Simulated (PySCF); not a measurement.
Ga(H)(Cl)(Me) (CH₄ClGa), SMILES [CH3][GaH][Cl].

Coordinates come from a B3LYP-D3(BJ)/def2-SVP optimisation.

Method: TDA-LC-ωPBE/def2-SVPD (PySCF 2.14.0).

Vertical excitations. 

| state | energy (eV) | λ (nm) | f | main pairs |
|---|---|---|---|---|
| S1 | 5.79 | 214 | 0.001 | HOMO→LUMO 93 % |
| S2 | 7.20 | 172 | 0.010 | HOMO−2→LUMO 93 % |
| S3 | 7.34 | 169 | 0.005 | HOMO−3→LUMO 89 % |
| S4 | 7.40 | 168 | 0.031 | HOMO−1→LUMO 88 % |
| S5 | 7.67 | 162 | 0.129 | HOMO→LUMO+2 55 %, HOMO→LUMO+1 25 % |
| S6 | 8.22 | 151 | 0.063 | HOMO−1→LUMO+2 56 %, HOMO−1→LUMO+1 27 % |
| S7 | 8.31 | 149 | 0.104 | HOMO→LUMO+1 56 %, HOMO→LUMO+3 13 %, HOMO→LUMO+2 10 % |
| S8 | 8.71 | 142 | 0.162 | HOMO→LUMO+3 32 %, HOMO→LUMO+2 21 %, HOMO−2→LUMO+1 13 %, HOMO−3→LUMO+2 12 % |
| S9 | 8.93 | 139 | 0.058 | HOMO−2→LUMO+2 30 %, HOMO→LUMO+3 29 %, HOMO−2→LUMO+1 11 %, HOMO−3→LUMO+2 8 % |
| S10 | 9.27 | 134 | 0.434 | HOMO−3→LUMO+2 40 %, HOMO−2→LUMO+1 20 %, HOMO−3→LUMO+1 12 %, HOMO−2→LUMO+2 7 % |
| T1 | 5.37 | 231 | 0 | HOMO→LUMO 85 % |
| T2 | 6.65 | 187 | 0 | HOMO−2→LUMO 65 %, HOMO−3→LUMO 21 % |
| T3 | 6.68 | 186 | 0 | HOMO−1→LUMO 90 % |
| T4 | 6.72 | 185 | 0 | HOMO→LUMO+2 57 %, HOMO→LUMO+1 19 % |
Triplets are in the Tamm–Dancoff approximation.
